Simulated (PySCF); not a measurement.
SnI, SMILES [Sn+][I] (connectivity only; charge and spin as stated), charge +1, multiplicity 1. Atoms are numbered in the order given.

```xyz
2

Sn     0.0000     0.0000    -1.3462
I      0.0000     0.0000     1.2700
```
Charge +1, spin multiplicity 1.

The structure is a stationary point at B3LYP-D3(BJ)/def2-TZVP. The spin state was assumed, not searched. The def2 effective core potentials stand for the cores of I, Sn; spin–orbit coupling is left out.

Computed with TDDFT-B3LYP/def2-TZVPD (PySCF 2.14.0).

Vertical excitations; the highest root listed may be one member of a degenerate set. The molecule is in vacuum. State labels are in the subgroup C2v.

Computed UV-visible absorptions:
```csv
state,symmetry,energy (eV),λ (nm),f,main pairs
S1,A2,3.11,398,0.000,"HOMO→LUMO 50 %, HOMO−1→LUMO+1 50 %"
S2,A1,3.28,379,0.000,"HOMO→LUMO+1, HOMO−1→LUMO (degenerate set)"
S3,A2,3.28,379,0.000,"HOMO−1→LUMO+1, HOMO→LUMO (degenerate set)"
S4,B2,3.70,335,0.010,HOMO−2→LUMO+1 (degenerate set)
S5,B1,3.70,335,0.010,HOMO−2→LUMO (degenerate set)
S6,A1,4.28,290,0.081,"HOMO−1→LUMO 44 %, HOMO→LUMO+1 44 %, HOMO−2→LUMO+2 13 %"
S7,B2,5.78,214,0.003,HOMO→LUMO+2 (degenerate set)
S8,B1,5.78,214,0.003,HOMO−1→LUMO+2 (degenerate set)
S9,A1,7.92,157,1.883,HOMO−2→LUMO+2 82 %
S10,B2,8.20,151,0.125,HOMO→LUMO+3 97 %
T1,A1,2.74,453,0,"HOMO→LUMO+1 50 %, HOMO−1→LUMO 50 %"
T2,A2,2.90,428,0,"HOMO−1→LUMO+1, HOMO→LUMO (degenerate set)"
T3,A1,2.90,428,0,"HOMO−1→LUMO, HOMO→LUMO+1 (degenerate set)"
T4,B2,3.07,404,0,HOMO−2→LUMO+1 99 %
```
Triplets are in the Tamm–Dancoff approximation, which puts them higher than full response would, so one can lie above its singlet here.
